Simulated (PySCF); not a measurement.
CH9NSi4, SMILES [SiH3][SiH2][Si@H]1C=N[SiH2]1.

Geometry: PBE-D3(BJ)/def2-SVP. The structure was generated by enumeration; whether it is a known compound was not checked. The values are those of a single conformer.

Level of theory: PBE-D3(BJ)/def2-SVP (PySCF 2.14.0).

Frequencies are harmonic and unscaled.

Task: List the normal modes with their intensities. (Estimate from the structure and the level; the computed values follow.)

Result: 
```tsv
mode	ν (cm⁻¹)	IR (km/mol)	moving atoms (share of kinetic energy)
1	40	0.7	Si 44 %, H 25 %, N 19 %, C 11 %
2	52	1.0	Si 63 %, N 21 %, H 12 %
3	100	0.2	H 58 %, Si 28 %, C 11 %
4	110	2.0	Si 48 %, H 47 %
5	115	2.8	Si 56 %, H 28 %, N 13 %
6	260	3.4	H 49 %, C 27 %, N 14 %, Si 10 %
7	328	6.4	H 87 %, Si 10 %
8	351	0.7	Si 78 %, H 20 %
9	398	12.2	Si 64 %, H 17 %, N 12 %
10	419	3.8	Si 55 %, H 28 %, N 9 %
11	431	1.1	Si 52 %, H 44 %
12	475	7.2	H 49 %, Si 42 %
13	488	2.9	H 76 %, Si 22 %
14	502	3.2	H 68 %, Si 27 %
15	553	11.0	H 74 %, C 14 %, Si 11 %
16	613	104.1	H 78 %, Si 14 %
17	629	3.0	H 72 %, N 12 %, Si 11 %
18	650	15.3	H 92 %
19	658	125.8	H 77 %, Si 17 %
20	673	9.6	N 44 %, H 35 %, Si 18 %
21	732	27.6	H 40 %, C 38 %, Si 17 %
22	755	84.7	H 65 %, Si 19 %, N 15 %
23	833	175.6	H 91 %, Si 9 %
24	865	71.2	H 77 %, C 21 %
25	875	22.8	H 93 %
26	899	77.6	H 97 %
27	902	5.0	H 97 %
28	910	111.5	H 95 %
29	1241	13.6	H 81 %, C 12 %
30	1536	45.8	C 52 %, N 46 %
31	2110	90.1	H 97 %
32	2133	94.2	H 98 %
33	2146	37.5	H 96 %
34	2152	36.5	H 99 %
35	2155	78.8	H 98 %
36	2167	158.4	H 96 %
37	2170	24.9	H 96 %
38	2173	92.0	H 96 %
39	2938	57.6	H 92 %, C 8 %
```
